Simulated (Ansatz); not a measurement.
Calculated with Ansatz (gas phase, PBE0-D4/def2-TZVP geometries, no zero-point term in ΔE). CCSD(T)/CBS adds triple-zeta CCSD(T) − MP2 to the extrapolated MP2 energy (def2 sets, frozen cores). DFT in def2-TZVPP. B3LYP here is the variant with VWN-RPA as its local correlation; programs differ in this. For Ge, Se outer-core shells are correlated without core-valence functions, which leaves a few kJ/mol of doubt a bond. Scalar relativity is left out up to krypton. Each species was taken in one conformer, which may not be the lowest.

Reaction (cleavage of the Si–Al bond): `F[SiH2][AlH][GeH3]` + H₂Se → `F[SiH2][SeH]` + `[AlH2][GeH3]`

| level | ΔE (kJ/mol) |
| --- | --- |
| B3LYP-D4 | -68.2 |
| r2SCAN | -70.4 |
| B3LYP | -67.3 |
| SCS-MP2/def2-TZVPP | -77.5 |

Q: What does CCSD(T)/CBS give? (Best estimate.)

A: Computed: -72.4 kJ/mol. The listed levels differ from it by 4.2, 2.0, 5.1, -5.1 kJ/mol.

Largest T1 diagnostic among the species: 0.012.

From PBE to PBE0 (25 % exact exchange), in def2-TZVPP and without D4, ΔE moves by −4.6 kJ/mol.
